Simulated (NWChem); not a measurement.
Program: NWChem. System: IIn, charge 0, spin multiplicity 1, at a geometry optimised with B3LYP/def2-SVP with def2 effective core potentials on In, I. The structure started from a generated list of species. Level: CR-CCSD(T)/def2-TZVP with def2 effective core potentials on In, I, 8 core orbitals frozen.

Output (cleaned and shortened):

```
             Northwest Computational Chemistry Package (NWChem) 7.3.0
             --------------------------------------------------------

                                NWChem Input Module
                                -------------------

 Scaling coordinates for geometry "geometry" by  1.889725989
 (inverse scale =  0.529177249)

 Turning off AUTOSYM since
 SYMMETRY directive was detected!

                             Geometry "geometry" -> ""
                             -------------------------

 Output coordinates in angstroms (scale by  1.889725989 to convert to a.u.)

  No.       Tag          Charge          X              Y              Z
 ---- ---------------- ---------- -------------- -------------- --------------
    1 In                  49.0000     0.00000000     0.00000000    -1.46604700
    2 I                   53.0000     0.00000000     0.00000000     1.35540200

 Effective nuclear repulsion energy (a.u.)     487.0806864318

            Nuclear Dipole moment (a.u.)
            ----------------------------
        X                 Y               Z
 ---------------- ---------------- ----------------
     0.0000000000     0.0000000000     0.0000056692

      Symmetry information
      --------------------

 Group name             C2v
 Group number             16
 Group order               4
 No. of unique centers     2

      Symmetry unique atoms

     1    2


 Summary of "ao basis" -> "" (spherical)
 ------------------------------------------------------------------------------
       Tag                 Description            Shells   Functions and Types
 ---------------- ------------------------------  ------  ---------------------
 *                         def2-tzvp                  on all atoms

 Summary of "ao basis" -> "ao basis" (spherical)
 ------------------------------------------------------------------------------
       Tag                 Description            Shells   Functions and Types
 ---------------- ------------------------------  ------  ---------------------
 In                        def2-tzvp                16       50   6s5p3d2f
 I                         def2-tzvp                16       50   6s5p3d2f

                                 NWChem SCF Module
                                 -----------------

  ao basis        = "ao basis"
  functions       =   100
  atoms           =     2
  closed shells   =    23
  open shells     =     0
  charge          =   0.00
[...]
     2   1 1 0     -0.000000      0.000000      0.000000
     2   1 0 1     -0.000000      0.000000      0.000000
     2   0 2 0    -36.972426      0.000000      0.000000
     2   0 1 1      0.000000      0.000000      0.000000
     2   0 0 2    -39.293996      0.000000    325.191953

                   NWChem Extensible Many-Electron Theory Module
                   ---------------------------------------------


            General Information
            -------------------
      Number of processors :     1
         Wavefunction type : Restricted Hartree-Fock
          No. of electrons :    46
           Alpha electrons :    23
            Beta electrons :    23
           No. of orbitals :   200
            Alpha orbitals :   100
             Beta orbitals :   100
        Alpha frozen cores :     8
         Beta frozen cores :     8
     Alpha frozen virtuals :     0
      Beta frozen virtuals :     0
         Spin multiplicity : singlet
    Number of AO functions :   100
       Number of AO shells :    32
        Use of symmetry is : on
      Symmetry adaption is : on
         Schwarz screening : 0.10D-09

          Correlation Information
          -----------------------
          Calculation type : Coupled-cluster singles & doubles w/ perturbation
   Perturbative correction : Completely renormalized (T)
            Max iterations :      100
        Residual threshold : 0.10D-05
     T(0) DIIS level shift : 0.00D+00
     L(0) DIIS level shift : 0.00D+00
     T(1) DIIS level shift : 0.00D+00
     L(1) DIIS level shift : 0.00D+00
     T(R) DIIS level shift : 0.00D+00
     T(I) DIIS level shift : 0.00D+00
   CC-T/L Amplitude update :  5-th order DIIS
                I/O scheme : Global Array Library
        L-threshold :  0.10D-05
        EOM-threshold :  0.10D-05
 no EOMCCSD initial starts read in
 TCE RESTART OPTIONS
 SLICE:      F
 D4D5:       F
 quantumc:   F
 qrotation:  F
 pwtce:      F
 qducc:      F
 nacto:                         0
 nrotv:                         0
 nrot:                          0

            Memory Information
            ------------------
          Available GA space size is     249026800 doubles
          Available MA space size is     104839372 doubles

 Maximum block size supplied by input
 Maximum block size        24 doubles

 tile_dim =     19

 -------------------------------------------------

 Global array virtual files algorithm will be used

 Parallel file system coherency ......... OK

 4-electron integrals stored in orbital form

 v2    file size   =          3884627
 4-index algorithm nr.  13 is used
 imaxsize =       30
 imaxsize ichop =        0


CCSD iterations
 ---------------------------------------------------------
 Iter          Residuum       Correlation     Cpu    Wall
 ---------------------------------------------------------
    1   0.2261838152091  -0.7576214275394     0.6     0.6
    2   0.0405696905307  -0.7079126956195     0.6     0.6
    3   0.0101315726607  -0.7220073927263     0.6     0.6
    4   0.0039249589433  -0.7212243323053     0.6     0.6
    5   0.0015191513276  -0.7219417321407     0.6     0.6
    6   0.0006319143006  -0.7220999306191     0.6     0.6
    7   0.0004144428257  -0.7220997414742     0.6     0.6
    8   0.0001570719338  -0.7221065830838     0.6     0.6
    9   0.0001335239533  -0.7221084445397     0.6     0.6
   10   0.0000595605936  -0.7221123947365     0.6     0.6
   11   0.0000152785513  -0.7221175483693     0.6     0.6
   12   0.0000076586114  -0.7221155941764     0.6     0.6
   13   0.0000040175631  -0.7221156982887     0.6     0.6
   14   0.0000026598460  -0.7221155290178     0.6     0.6
   15   0.0000015371999  -0.7221155075786     0.6     0.6
   16   0.0000003646897  -0.7221154363459     0.6     0.6
 -----------------------------------------------------------------
 Iterations converged
 CCSD correlation energy / hartree =        -0.722115436345891
 CCSD total energy / hartree       =      -486.687121935632888

 Singles contributions

 Doubles contributions
 CR-CCSD(T)

 CR-CCSD[T]  correction energy / hartree =        -0.014260823884927
 CR-CCSD[T] correlation energy / hartree =        -0.736376260230818
 CR-CCSD[T] total energy / hartree       =      -486.701382759517799
 CR-CCSD(T)  correction energy / hartree =        -0.013423605408079
 CR-CCSD(T) correlation energy / hartree =        -0.735539041753970
 CR-CCSD(T) total energy / hartree       =      -486.700545541040981

 Task  times  cpu:       58.5s     wall:       58.5s

 Total times  cpu:       58.6s     wall:       58.6s
```

Problem. Write an NWChem input that would produce this output.

Solution. One answer among several that fit: 
```
start mol
memory heap 100 mb stack 700 mb global 1900 mb
geometry units angstroms nocenter noautoz
  In     0.000000     0.000000    -1.466047
  I      0.000000     0.000000     1.355402
  symmetry group C2v
end
basis spherical
  * library def2-tzvp
end
ecp
  In library def2-ecp
  I library def2-ecp
end
scf
  rhf
  nopen 0
  maxiter 100
  thresh 1e-7
  semidirect memsize 60000000 filesize 0
end
tce
  freeze core 8
  cr-ccsd(t)
  2eorb
  2emet 13
  thresh 1e-6
  maxiter 100
  tilesize 24
end
task tce energy
```
